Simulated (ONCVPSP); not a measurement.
sulfur: one change to an ONCV potential, before and after

sulfur, optimised norm-conserving Vanderbilt (ONCV), made with ONCVPSP 4.0.1 (PBE, scalar-relativistic). Core [Ne], reference 3s2 3p4. Waves: 3s: rc 1.20 bohr, ncon 4, nbas 8, qcut 4.6 1/bohr, 3 projectors, debl 1.3 Ha; 3p: rc 1.20 bohr, ncon 4, nbas 8, qcut 6.1 1/bohr, local. Local part: the p channel. Core correction: Teter function, fcfact 3, rcfact 1.05.

Change: all radii but the core radius scaled by about 1.25 (s 1.50, p 1.50 bohr).

Cutoffs: the cutoffs (Ha) at which the residual kinetic energy of the hardest occupied pseudo-wave falls to 1 and 0.1 mHa per electron; they do not see the model core or the augmentation charge, which bear on the density cutoff. Errors are all-electron minus pseudo energies relative to the spin-unpolarised reference configuration.

Task: How do hardness, ghosts and transferability respond?

Result: The potential gets neither clearly harder nor softer (16 Ha and 129 Ha → 17 Ha and 67 Ha); both files keep a bound ghost (s); of the 4 tests that both files solve, the error grows in 1 and shrinks in 2 by more than 15 % and 0.3 meV (median size 7.5 → 6.0 meV).

| quantity | base | changed |
| --- | --- | --- |
| cutoff, loose | 16 Ha | 17 Ha |
| cutoff, tight | 129 Ha | 67 Ha |
| loose cutoff by channel | s 16 Ha, p 11 Ha | s 17 Ha, p 8.7 Ha |
| bound ghosts | s | s |
| GHOST(+) flags under 300 eV | none | none |
| error for 3s2 3p3, meV [ΔE 11.77 eV] | +1.3 | +0.9 |
| error for 3s2 3p2, meV [ΔE 34.05 eV] | +11 | +11 |
| error for 3s2 3p1, meV [ΔE 68.09 eV] | +40 | +47 |
| error for 3s1 3p4, meV [ΔE 22.65 eV] | +4.2 | -0.5 |
| rms error of d²Exc/dni dnj with the model core, mHa | 1.06 | 0.98 |

 A true bound ghost makes a file unfit for plane-wave use even where its test errors are small: the radial tests pick states by their node count and pass the ghost by.
